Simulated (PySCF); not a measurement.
**How the method changes the constants of SbAs⁻**

State: ²Π (doublet), unpaired electrons π ↑. Set-up: Sb def2-SVPD with ECP28, As def2-SVPD; scalar-relativistic core potentials (PySCF 2.14). De refers to Sb⁻ + As in their high-spin ground configurations, without counterpoise correction. The functionals are run spin-unrestricted. A positive dipole points towards As; it is taken about the centre of mass and depends on that origin.

```
  Level  Re (Å)  ωe (cm⁻¹)  De (eV)  μ (D)
    PBE   2.411        302      n/a  -1.24
 r²SCAN   2.388        316      n/a  -1.27
  TPSSh   2.389        315      n/a  -1.27
r²SCANh   2.378        323      n/a  -1.28
  B3LYP   2.400        310      n/a  -1.28
   PBE0   2.377        325      n/a  -1.27
LC-ωPBE   2.325        363      n/a  -1.34
```

The bond length runs from 2.325 Å (LC-ωPBE) to 2.411 Å (PBE).

Spin–orbit coupling is left out, which matters for elements this heavy, above all for dissociation energies. The highest Kohn–Sham level is positive in this anion. Much of that is self-interaction error, but it also means that the finite basis helps to hold the extra electron. The state was picked by a PBE0 search and need not be the measured ground state.
